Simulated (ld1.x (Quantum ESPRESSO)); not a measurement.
u(r) = r·R(r): atom against pseudo-atom (potassium)

Columns: radius, all-electron u(r) and pseudo u(r) of the 3p shell (level -21.62 eV) of potassium in the configuration [Ne] 3s2 3p6 3d0 4s0.5 4p0; PBE, scalar-relativistic, TM scheme, ld1.x (Quantum ESPRESSO) 7.5.

```
r (bohr)  all-electron   pseudo
   0.210        0.4346  -0.0703
   0.420        0.0790  -0.2628
   0.630       -0.4215  -0.5217
   0.840       -0.7442  -0.7552
   1.050       -0.8775  -0.8775
   1.260       -0.8806  -0.8806
   1.470       -0.8125  -0.8125
   1.680       -0.7139  -0.7139
   1.890       -0.6082  -0.6082
   2.100       -0.5077  -0.5077
   2.310       -0.4179  -0.4179
   2.520       -0.3407  -0.3407
   2.730       -0.2757  -0.2757
   2.940       -0.2220  -0.2220
   3.150       -0.1779  -0.1779
   3.360       -0.1421  -0.1421
   3.570       -0.1131  -0.1131
   3.780       -0.0898  -0.0898
   3.990       -0.0712  -0.0712
   4.200       -0.0563  -0.0563
   4.410       -0.0445  -0.0445
   4.620       -0.0351  -0.0351
   4.830       -0.0277  -0.0277
   5.040       -0.0218  -0.0218
   5.250       -0.0171  -0.0171
   5.460       -0.0134  -0.0134
```

How many radial nodes do the two functions have?

The all-electron 3p function has n − l − 1 = 1; the pseudo-wave has 0, since the states of the same l below it are removed with the core.

At about which radius was the pseudo-wave matched?

1.25 bohr, where the columns begin to agree (steps of 0.21 bohr).

Where does each function peak?

Outermost all-electron maximum near 1.26 bohr, pseudo maximum near 1.26 bohr (to the table’s step).

Is the pseudo-wave norm-conserving?

Yes: the TM scheme keeps the norm inside the radius equal to the all-electron one, which fixes the energy derivative of the logarithmic derivative at the level.
